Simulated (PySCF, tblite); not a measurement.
Isomers of C6H6ClF2 (doublet state), one GFN2-xTB conformer each. Single-point energies are computed at B3LYP/pcH-1 (PySCF, gas phase, no added dispersion term), electronic only. GFN2-xTB treats the open shell by occupation alone, and not every SCF solution was tested for stability.

```json
{"SMILES": "F[C@@H]1[CH][C@]2(C1)C[C@]2(F)Cl", "GFN2-xTB relative energy (kJ/mol)": "0.0"}
{"SMILES": "F[C]1CC2(C1)C[C@@]2(F)Cl", "GFN2-xTB relative energy (kJ/mol)": "0.7"}
```

Question: What does B3LYP/pcH-1 give for the same structures?

Answer: 
```tsv
SMILES	B3LYP/pcH-1 E (Eh)	B3LYP/pcH-1 (kJ/mol)	GFN2-xTB (kJ/mol)	point group
F[C]1CC2(C1)C[C@@]2(F)Cl	-892.02690	0.0	0.7	C1
F[C@@H]1[CH][C@]2(C1)C[C@]2(F)Cl	-892.02664	0.7	0.0	C1
```

GFN2-xTB puts F[C@@H]1[CH][C@]2(C1)C[C@]2(F)Cl lowest instead. Neighbours under 21 kJ/mol apart (F[C]1CC2(C1)C[C@@]2(F)Cl and F[C@@H]1[CH][C@]2(C1)C[C@]2(F)Cl) can change places with a better method, another conformer or zero-point energy.

Question: What happens when harmonic zero-point energies from GFN2-xTB frequencies are added?

Answer: 
```tsv
SMILES	ZPE (kJ/mol)	electronic (kJ/mol)	with ZPE (kJ/mol)
F[C]1CC2(C1)C[C@@]2(F)Cl	270.8	0.0	2.2
F[C@@H]1[CH][C@]2(C1)C[C@]2(F)Cl	268.0	0.7	0.0
```

The zero-point energies span 2.8 kJ/mol. F[C@@H]1[CH][C@]2(C1)C[C@]2(F)Cl becomes the lowest.

Question: As an exercise, what shares would exp(−E/RT) give at 2000 K from these electronic energies alone (no entropy, no degeneracies)?

Answer: RT = 16.629 kJ/mol: F[C]1CC2(C1)C[C@@]2(F)Cl 51.0 %, F[C@@H]1[CH][C@]2(C1)C[C@]2(F)Cl 49.0 %.
